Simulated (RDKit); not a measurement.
Job for RDKit: MMFF94 on CH6SSi (SMILES C[SiH2]S), a point of a torsion scan.

```python
from rdkit import Chem
from rdkit.Chem import AllChem, rdDetermineBonds

blocks = [
'''9

C    -1.04521260    0.53024529    0.11892172
Si    0.24565611   -0.83371993   -0.08441013
S     2.12424656   -0.01538048    0.60005764
H    -2.01266021    0.20712583   -0.25293711
H    -0.75850469    1.42467720   -0.42810323
H    -1.16290950    0.80916260    1.16284043
H    -0.02563208   -1.98785248    0.76769239
H     0.42363969   -1.23707547   -1.47654953
H     2.64584851   -1.15608473    1.01940680
''',
]
mol = None
for b in blocks:
    f = Chem.MolFromXYZBlock(b)
    rdDetermineBonds.DetermineBonds(f, charge=0)
    mol = f if mol is None else Chem.CombineMols(mol, f)
Chem.SanitizeMol(mol)
print(Chem.MolToSmiles(Chem.RemoveHs(mol)))
ff = AllChem.MMFFGetMoleculeForceField(mol, AllChem.MMFFGetMoleculeProperties(mol), nonBondedThresh=100.0, ignoreInterfragInteractions=False)
e = ff.CalcEnergy()
print(f'MMFF94 energy {e:.6f} kcal/mol')
```

The log:

```
C[SiH2]S
MMFF94 energy -5.268208 kcal/mol
```

The run finished.

Cost: around 0.020 core-seconds (rough).
